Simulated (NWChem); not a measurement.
# Correlation energy of GeS

```
Ge
S 1 2.0180
```
Charge 0, spin multiplicity 1.

Program: NWChem. Structure: optimised with PBE0/def2-SVP, a minimum by its harmonic frequencies.

Basis set: def2-SVP. Each correlation energy counts from its own Hartree-Fock reference.

The Hamiltonian is non-relativistic. The correlated methods keep 14 core orbitals frozen. The structure started from a generated list of species. Coupled-cluster values serve here as a point of comparison, not as the truth.

For the correlation energy, MP2 gives -332.0 mHa and SCS-MP2 gives -311.8 mHa. What do CR-CCSD[T], CR-CCSD(T), CCSD give?

CR-CCSD[T]: -353.7 mHa; CR-CCSD(T): -352.1 mHa; CCSD: -340.1 mHa.
